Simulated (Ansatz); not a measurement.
A made-up structure of LiZnHO₂, singlet:

```
5
angstrom
Li 0.9802 2.4871 -0.3179
O 0.5052 -1.1300 0.8818
Zn 0.0490 0.1519 -0.1818
O -0.3260 1.4669 -1.3262
H -1.2022 1.8388 -1.2163
```

It is relaxed with PBE-D4/def2-SVP and then PBE0-D4/def2-TZVP (Ansatz 0.2.0). Atoms count as bonded within 1.22 times the sum of their covalent radii (H–H: 0.88 Å). The end point is not checked to be a true minimum.

(1) Does its bonding change? (Judge from chemistry; the calculation decides.)

Results:

(1) Computed: Yes. Formed: Li1–O2; broken: none.

Where it ends: The first stage lowers the energy by 1.46 eV in 18 steps. It ends as LiZnHO₂ ([O]1[Li]2[OH][Zn]12):
```
5
angstrom
Li 1.1120 1.5318 0.1127
O 0.9951 -0.1552 0.7143
Zn -0.4242 -0.1429 -0.3232
O -0.4815 1.5630 -1.1108
H -1.1952 2.0179 -1.5534
```

Labels in which every atom is bracketed show which atoms are joined, not bond orders.

For scale, one of the runs: PBE0-D4/def2-TZVP relaxation, 130 basis functions, launched by `ansatz run in.yaml --threads 2 --pin off --events-out ev --progress --plain --max-ram 4352MiB`. Hardware: 2 CPU threads of an Arm Neoverse V2, shared host. Wall time about 27 s.
